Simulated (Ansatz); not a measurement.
```yaml
crystal:
  periodic: [false, false, false]
  atoms:
    - {symbol: N, position_ang: [-1.959201, 1.973102, 1.548308]}
    - {symbol: W, position_ang: [0.244181, -0.484845, -1.096390]}
    - {symbol: O, position_ang: [2.214754, -3.447341, 1.013578]}
    - {symbol: S, position_ang: [-2.792706, -2.498476, -4.034957]}
    - {symbol: S, position_ang: [3.323573, 2.235874, -3.332185]}
    - {symbol: H, position_ang: [-1.194399, 3.882264, 2.382391]}
    - {symbol: H, position_ang: [-4.103679, 1.653107, 2.022842]}
    - {symbol: H, position_ang: [4.267476, -3.313684, 1.496413]}
basis:
  gaussian: {orbitals: ANO-RCC-VTZP, final_grid: {core_spheres: 5, valence_spheres: 4, degree: 11}}
hamiltonian: {xc: {name: RPBE}, dispersion: d3bj}
scf: {lower_state_search: off}
output: {forces: true}
```

```sh
$ ansatz run in.yaml --threads 4 --pin off --events-out ev --progress --plain --max-ram 10444MiB
```

Shortened log:

```
Functional definition: RPBE
2276 factors; their error is unknown
mean field evaluation 1: about -464476.5597 eV, gradient 1.7e2 eV
mean field evaluation 2: about -461104.5481 eV, gradient 1.1e3 eV
mean field evaluation 4: about -463394.4848 eV, gradient 6.0e2 eV
mean field evaluation 8: about -464643.5732 eV, gradient 1.5e1 eV
mean field evaluation 16: about -464644.9588 eV, gradient 2.2e0 eV
mean field evaluation 32: about -464644.9189 eV, gradient 1.6e-4 eV
mean field -464644.91893452 eV, -17075.3858232059 hartree, gradient 2.8e-6 eV, S^2 0.000000; 0 other end points of the search recorded, 0 dependent functions left out
reference -464644.91905951 eV, -17075.3858277990 hartree; 62, 62 occupied and 212, 212 virtual orbitals, 2276 factors
Total energy: -464645.13713270 eV, -17075.3938418409 hartree
Relativity: scalar
Atom 0 at    -1.959201     1.973102     1.548308 Å, force    -1.139699     1.261839     1.340105 eV/Å
Atom 1 at     0.244181    -0.484845    -1.096390 Å, force     0.123121    -0.089604    -0.245756 eV/Å
Atom 2 at     2.214754    -3.447341     1.013578 Å, force     2.493777     0.483943     0.420551 eV/Å
Atom 3 at    -2.792706    -2.498476    -4.034957 Å, force     0.340879     0.228748     0.335703 eV/Å
Atom 4 at     3.323573     2.235874    -3.332185 Å, force    -0.351038    -0.308210     0.256811 eV/Å
Atom 5 at    -1.194399     3.882264     2.382391 Å, force    -1.053378    -2.021723    -0.930046 eV/Å
Atom 6 at    -4.103679     1.653107     2.022842 Å, force     2.343422     0.579336    -0.511169 eV/Å
Atom 7 at     4.267476    -3.313684     1.496413 Å, force    -2.757083    -0.134328    -0.666199 eV/Å
Dipole moment:    -0.044060     0.393459     0.224659 e Å
Checks for a lower state left out: stability, starts, cluster_reference, orbital_swaps, neighbouring_geometries, increment
```

**Question.** What is wrong with this run?

**Answer.** The geometry is stretched to more than twice its size. The run converged. The result belongs to that input, not to the molecule as meant.
